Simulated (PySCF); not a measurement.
Run record: geometry optimisation, phenylgermane, `[GeH3][C]1=CC=CC=C1`.

Method: PBE0-D3(BJ)/def2-SVP geometry optimisation, gas phase (PySCF 2.14.0). Start geometry: GFN2-xTB. A driver script takes a list of jobs; this job's settings line and coordinates (Å) are shown.

Input:
```
{"job": {"xc": "PBE0", "basis": "def2-SVP", "d3": "d3bj", "grid": 1, "maxiter": 30, "shake": 0.01, "kind": "geom"}, "charge": 0, "multiplicity": 1}
Ge     2.515340    -0.317970    -0.043790
C      0.552710    -0.056410    -0.014320
C     -0.297790    -1.162260     0.057420
C     -1.618450    -1.008020     0.089070
C     -2.212600     0.249850     0.029980
C     -1.392750     1.373380    -0.039420
C     -0.004610     1.210680    -0.062960
H      3.031090    -0.789930     1.256450
H      2.889380    -1.296220    -1.058800
H      3.184480     0.993380    -0.343310
H      0.149950    -2.153390     0.112740
H     -2.284200    -1.879530     0.158660
H     -3.311810     0.385960     0.049300
H     -1.838560     2.360730    -0.072440
H      0.622490     2.072370    -0.125820
```

Output:
```
step   0  E = -2309.47792884  max force = 0.071126
step   1  E = -2309.48700293  max force = 0.015448
step   2  E = -2309.48772886  max force = 0.005899
step   3  E = -2309.48772289  max force = 0.003880
step   4  E = -2309.48777664  max force = 0.001268
step   5  E = -2309.48777999  max force = 0.001014
step   6  E = -2309.48778844  max force = 0.000137
optimisation converged
```

Energies in Eh; «max force» is the largest Cartesian gradient component in Eh/bohr.

How much energy does the optimisation release, in kcal/mol?

E(step 0) − E(last step) = 0.009860 Eh, which is 6.2 kcal/mol.

Main results: final energy -2309.48779 Eh after 6 steps; dipole 0.75 D.

Give the final coordinates.

0.040 Å rms from the input after alignment:
```
atom  x, y, z in Å
Ge1    2.2834    0.2434   -0.4472
C2     0.3486    0.4575   -0.3951
C3    -0.4948   -0.6587   -0.3075
C4    -1.8792   -0.5053   -0.2587
C5    -2.4417    0.7702   -0.2979
C6    -1.6159    1.8893   -0.3870
C7    -0.2308    1.7323   -0.4356
H8     2.8130   -0.2505    0.9132
H9     2.6785   -0.7885   -1.5204
H10    2.9268    1.6030   -0.7748
H11   -0.0705   -1.6669   -0.2782
H12   -2.5226   -1.3862   -0.1911
H13   -3.5271    0.8917   -0.2606
H14   -2.0521    2.8908   -0.4201
H15    0.4050    2.6195   -0.5078
```

Estimate the wall time. Hardware: one thread of an Arm Neoverse N1, shared host. And the peak memory of the process?

About 2.2 min, with 0.62 GiB resident at the peak, the Python interpreter and its libraries included.
Labels such as C1 count atoms from 1, the log's own numbers from 0.
